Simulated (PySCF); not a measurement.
**Two-component Hartree-Fock for P²⁺ (phosphorus, charge +2)**

Start: [Ne] 3s1 3p2; 3s1/2 filled at m_j = +1/2; 3p3/2 filled at m_j = +1/2, +3/2. Calculated with PySCF 2.14 in x2c-TZVPall-2c with one added diffuse shell each of s, p type (6s7p2d1f, 44 functions): generalised Hartree-Fock with the X2C-1e Hamiltonian and a Gaussian nucleus; one run each with spin-orbit coupling (SO) switched off, then screened by Boettger's factors. This is a chosen level, not necessarily the ground level.

```
spinor shell  electrons  ε, spin-free (eV)  ε, screened SO (eV)  weight of nominal j (screened SO)  rms radius, screened SO (bohr)
       1s1/2          2            -2207.3              -2207.3                              1.000                           0.120
       2s1/2          2            -229.92              -229.93                              1.000                           0.560
       2p1/2          2            -171.73              -172.61                              0.767                           0.538
       3s1/2          1            -43.656              -43.659                              0.999                            1.86
       3p3/2          2            -31.486              -31.475                              0.829                            2.09
```

Question: Where does 2p3/2 lie, and what is the 2p spin-orbit splitting (screened SO)?

Answer: At -171.31 eV, 1.304 eV above 2p1/2.

```tsv
quantity	spin-free	screened SO
E (hartree)	-340.25386	-340.25333
M_J	5/2	5/2
⟨J²⟩	8.754	8.754
⟨L²⟩	2.004	2.005
⟨S²⟩	3.750	3.750
```

Each row is a mean over spinors that exchange with the open shell spreads, by up to 1.972 eV (2p3/2).

Rows whose weight is well below 1 are mixtures of j = l ± 1/2: exchange outweighs spin-orbit coupling there, and the label is only the starting occupation.

Without spin-orbit coupling the j labels of p, d and f shells carry no meaning; the spin-free column gives the mean over the occupied spinors of each nl shell.
